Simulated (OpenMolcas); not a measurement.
Pt3+ among 4 point charges of -1.5 e arranged as a tetrahedron (Td).

- Program: OpenMolcas
- Method: SS-CASPT2, IPEA 0.25 Eh, imaginary shift 0.1 Eh (closed shells correlated: 4f 5s 5p)
- Basis: ANO-RCC-VDZP [7s6p4d2f]
- Scalar Hamiltonian: DKH2, point nucleus
- Active space: 7 electrons in 5 orbitals (5d)
- State averaging: 2S+1 = 4 even, 10 roots; 2S+1 = 2 even, 40 roots
- Spin-orbit coupling: RASSI with atomic mean-field integrals over the reference wave functions

All point charges move together. At R = 1.84 Å the first state of the same spin is 3880 cm-1, and at R = 1.96 Å it is 3100 cm-1.

Problem. A third run gives 2340 cm-1. What distance was it run at?

Solution. With a power law R^-n the two known points give n = -ln(3100 / 3880) / ln(1.96 / 1.84) = 3.55. Then R = 1.84 × (3880 / 2340)^(1/3.55) = 2.122 Å. The run was at 2.1 Å, so the estimate is off by +0.022 Å.

Roots that are degenerate in the reference are averaged as groups; the widest CASPT2 spread within a group is 270 cm-1 (the 3-fold group of multiplicity 2 near 24900 cm-1 above the lowest state of its run, R = 1.84). Shifts and gaps below about the spread of the groups concerned are not significant. Free-ion shares, where given, are those of the reference states; single-state CASPT2 does not remix them. Spin-orbit coupling mixes the spin-free states strongly: the lowest level takes only 49 % from its leading state, 4A2 (figures for R = 1.84; the like holds for R = 1.96, R = 2.1). The ground term spreads over less than 5000 cm-1, several times less than with real ligands, so orbital moments are less quenched and χT lies further from the spin-only value than at real sites (holds for R = 2.1). This is an electrostatic model: the charges have no orbitals. No measured value stands beside these numbers.
